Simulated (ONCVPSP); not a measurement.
How hard is this Bi ONCV potential?

| Property | Result |
| --- | --- |
| Element | bismuth (Bi) |
| Generator | ONCVPSP 4.0.1 |
| Type | optimised norm-conserving Vanderbilt (ONCV) |
| Functional | LDA (Perdew-Zunger) |
| Relativity | scalar-relativistic |
| Frozen core | [Xe] 4f14 5d10 |
| Valence charge | 5 |
| Reference configuration | 6s2 6p3 |
| Partial waves | 6s: rc 1.95 bohr, ncon 5, nbas 8, qcut 2.7 1/bohr, 3 projectors, debl 3.2 Ha; 6p: rc 2.30 bohr, ncon 4, nbas 9, qcut 2.8 1/bohr, 2 projectors, debl 3.9 Ha |
| Local potential | polynomial inside 1.55 bohr (lpopt 4, dvloc0 2 Ha) |
| Core correction | polynomial model core, fcfact 0.25 |

Q: For each optimised wave give the share of its norm inside rc, the residual kinetic energy above qcut (Ha) and the cutoffs (Ha) for errors of 10, 1, 0.1 and 0.01 mHa per electron.

A:

```
         wave  norm inside rc  residual KE  10 mHa  1 mHa  0.1 mHa  0.01 mHa
           6s           0.422      3.4e-02     5.7   23.6     32.4      37.6
s projector 2           0.106      3.0e-01    15.5   51.0     60.7      66.7
s projector 3           0.103      7.5e-01    16.5   33.6     74.3      84.0
           6p           0.283      3.2e-03     1.6    9.1     45.1      52.7
p projector 2           0.112      1.8e-01    11.2   37.5     61.6      68.6
```

The occupied waves need 24 Ha and 45 Ha for 1 and 0.1 mHa. Note: ghosts flagged at negative energy: s at -197.9 eV; GHOST(+) flagged for p at 142.1 eV, s at 338.7 eV. A true bound ghost makes a file unfit for plane-wave use.
